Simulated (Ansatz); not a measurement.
C₄H₁₀Zn, charge -1, doublet, at a GFN2-xTB geometry (such geometries of metal compounds can be far from the true shape) (a state made from the parent by changing its charge; the spin is typed, not shown lowest) (a gas-phase anion, which may not be bound at this level); Ansatz (a program for electronic structure) with REVPBE/def2-SVP.

Here is a job for Ansatz.
Ansatz 0.2 input:
```yaml
crystal:
  periodic: [false, false, false]
  atoms:
    - {symbol: Zn, position_ang: [-0.35930238, 0.19506218, 0.98319154]}
    - {symbol: C, position_ang: [1.78502850, -0.89349234, 0.43956612]}
    - {symbol: C, position_ang: [1.50710689, -2.04326871, -0.51812868]}
    - {symbol: H, position_ang: [2.39056773, -1.27553541, 1.27998039]}
    - {symbol: H, position_ang: [2.42210181, -0.15663541, -0.07710398]}
    - {symbol: H, position_ang: [0.92581332, -1.69676843, -1.37388009]}
    - {symbol: H, position_ang: [0.93021212, -2.83105239, -0.02454080]}
    - {symbol: H, position_ang: [2.42224247, -2.52202426, -0.92043499]}
    - {symbol: C, position_ang: [-1.54664665, 0.77263080, -1.09910601]}
    - {symbol: C, position_ang: [-0.58453548, 1.53442689, -1.99925380]}
    - {symbol: H, position_ang: [-2.47886524, 1.35702728, -1.00783381]}
    - {symbol: H, position_ang: [-1.82989023, -0.16443712, -1.60656393]}
    - {symbol: H, position_ang: [0.34314941, 0.97508633, -2.12829590]}
    - {symbol: H, position_ang: [-0.32719072, 2.50400299, -1.56264791]}
    - {symbol: H, position_ang: [-0.98478914, 1.73669102, -3.01289071]}
basis:
  gaussian:
    orbitals: def2-SVP
hamiltonian:
  xc: revpbe
total_charge: -1
magnetization: {spin_polarized: true, initial_magnetization: 1}
accuracy: high
```

What the program printed (banner, timings and long lists left out):

```
Functional definition: revPBE
3290 factors; integrals over basis functions are off by at most 2.3e-8 eV
mean field evaluation 1: about -52700.8761 eV, gradient 5.1e1 eV
mean field evaluation 2: about -52658.3646 eV, gradient 9.5e1 eV
mean field evaluation 4: about -52713.9749 eV, gradient 7.0e0 eV
mean field evaluation 8: about -52714.2167 eV, gradient 4.1e-1 eV
mean field evaluation 16: about -52714.2179 eV, gradient 3.2e-4 eV
mean field evaluation 32: about -52714.2179 eV, gradient 1.6e-8 eV
mean field -52714.21788822 eV, -1937.2117764120 hartree, gradient 2.3e-8 eV, S^2 0.753071; 0 other end points of the search recorded, 0 dependent functions left out
reference -52714.21789478 eV, -1937.2117766529 hartree; 33, 32 occupied and 104, 105 virtual orbitals, 3290 factors
Total energy: -52714.21789478 eV, -1937.2117766529 hartree
```
